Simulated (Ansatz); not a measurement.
C$_{2}$H$_{6}$ClHfIO$_{2}$ (`C[O][Hf]([Cl])([I])[O]C`) at its PBE0-D4/def2-TZVP geometry, where that method's forces vanish. Charge 0, multiplicity 1. Hf, I: def2 effective core potential.

```xyz
13

C    -0.1553   -2.5691   -0.8190
O    -0.5015   -1.4746   -0.0313
Hf   -0.8591    0.1011    0.9449
Cl   -3.1334    0.6691    0.6698
I    -0.2135   -0.3360    3.5720
O     0.2066    1.5163    0.2927
C     1.0417    2.4773   -0.2709
H     0.5700   -2.2771   -1.5843
H     0.2866   -3.3523   -0.1964
H    -1.0442   -2.9725   -1.3121
H     1.6488    2.9470    0.5082
H     1.7081    2.0211   -1.0089
H     0.4452    3.2497   -0.7646
```

(1) What forces (eV/Å) does ωB97M-V/def2-TZVPP give on these atoms in the Gaussian-basis code of Ansatz? (Estimate.)

## Answers

(1) The calculation gave: 
```
C1   0.102 -0.363 -0.245
O2  -0.050  0.182  0.120
Hf3  0.003 -0.011  0.085
Cl4 -0.110  0.027 -0.012
I5   0.008 -0.007  0.046
O6  -0.131 -0.159  0.082
C7   0.262  0.321 -0.170
H8  -0.072 -0.029  0.076
H9  -0.044  0.076 -0.066
H10  0.091  0.037  0.046
H11 -0.058 -0.045 -0.083
H12 -0.067  0.047  0.073
H13  0.065 -0.075  0.048
```
